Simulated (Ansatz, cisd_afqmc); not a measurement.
System: SbH2Cl, charge 0, singlet. SbH2Cl (SMILES [Cl][SbH2]).
B3LYP-D3(BJ)/def2-TZVP minimum from Ansatz (a first-principles code):
```xyz
4

Sb    -0.3364    -0.3344     0.3269
H     -0.0093    -1.7158    -0.6417
H     -1.7206     0.0182    -0.6288
Cl     1.1110     1.1032    -0.9059
```
Charge 0, spin multiplicity 1.

Total energies in def2-TZVPP, 14 correlated electrons, 14 frozen orbitals. UHF or UKS for unpaired electrons; spin-orbit terms are left out. Cores are frozen in correlated methods (noble-gas shells, and filled d and f shells in the p block). Past Kr the def2 sets carry scalar-relativistic core potentials. AFQMC is phaseless with a CISD trial state; ± is one standard error, without the phaseless bias. Outlying blocks are dropped, and bars are widened where a walk drifts. Over all cases where full CI ran beside it in this data, AFQMC minus full CI had a median of +0.1 mEh and passed +0.4 mEh in a tenth of the cases. Spin-orbit terms, left out, reach several kcal/mol for Br and I, and more for heavier atoms.

| method | program | energy (Eh) | minus CCSDT(Q) (mEh) |
|---|---|---|---|
| HF | Ansatz | -699.95806 | 368.48 |
| MP2 | Ansatz | -700.27435 | 52.20 |
| CCSD | Ansatz | -700.31089 | 15.65 |
| CCSD(T) | Ansatz | -700.32478 | 1.76 |
| CCSDT(Q) | Ansatz | -700.32654 | 0.00 |
| AFQMC/CISD | cisd_afqmc | -700.3263 ± 0.0004 | 0.2 ± 0.4 |

Rough core times of Ansatz's runs on a shared machine: CCSD(T) under 20 s, CCSDT(Q) 20 min.
